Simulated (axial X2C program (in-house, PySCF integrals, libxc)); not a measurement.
## Spin–orbit effects down a group: homonuclear dimers (ions), PBE0

Calculated with an in-house all-electron X2C program for linear molecules (integrals from PySCF), spin-free (one-electron X2C) or two-component (2c: spin–orbit coupling with atomic mean-field Coulomb and Gaunt terms, which also bring small scalar terms), in Dyall basis sets with cores contracted in-house; open shells are unrestricted.

Basis sets: Al dyall-av3z, B dyall-av3z, Ga dyall-acv3z, In dyall-acv3z.

| molecule | spin-free state | Re (Å) | ωe (cm⁻¹) | De (eV) | 2c state | Re 2c (Å) | ωe 2c (cm⁻¹) | De 2c (eV) |
| --- | --- | --- | --- | --- | --- | --- | --- | --- |
| B₂⁻ | M_S = 3/2, Λ = 0 | 1.621 | 1007.2 | 4.65 | Ω = 3/2 | 1.621 | 1007.2 | 4.65 |
| Al₂⁻ | M_S = 3/2, Λ = 0 | 2.563 | 325.9 | 2.51 | Ω = 3/2 | 2.563 | 325.8 | 2.51 |
| Ga₂⁻ | M_S = 3/2, Λ = 0 | 2.506 | 200.2 | 2.37 | Ω = 3/2 | 2.507 | 199.9 | n/a |
| In₂⁻ | M_S = 3/2, Λ = 0 | 2.856 | 136.8 | 2.09 | Ω = 3/2 | 2.856 | 136.5 | n/a |

Work out the shifts from the spin-free to the two-component result.



| molecule | 2c state | ΔRe (Å) | Δωe (cm⁻¹) | ΔDe (eV) |
| --- | --- | --- | --- | --- |
| B₂⁻ | Ω = 3/2 | 0.000 | 0.0 | 0.00 |
| Al₂⁻ | Ω = 3/2 | 0.000 | -0.1 | 0.00 |
| Ga₂⁻ | Ω = 3/2 | 0.001 | -0.3 | n/a |
| In₂⁻ | Ω = 3/2 | 0.000 | -0.3 | n/a |

Shifts of one unit in the last digit are rounding.

Fragments in 2c: B- + B, Al- + Al, Ga- + Ga, In- + In. Each entry is the lowest single determinant of a limited PBE0 search at one distance. De goes to single-determinant-based atoms at the same level (for ions the charge split of lowest energy) and is withheld (n/a) where an atom does not fit its ground term or J level. Main or longest-lived isotopes. One determinant is a doubtful description, or other states lie close, for B₂⁻, Al₂⁻, Ga₂⁻, In₂⁻; these need not be ground states, and all values refer to the states named. With several unpaired electrons the Ω given is that of one determinant, not necessarily of the lowest component. Some light 2c atoms are not at their ground J level, so De misses part of their lowering (0.04 eV or less). The functionals have no current term, which raises determinants with orbital currents.
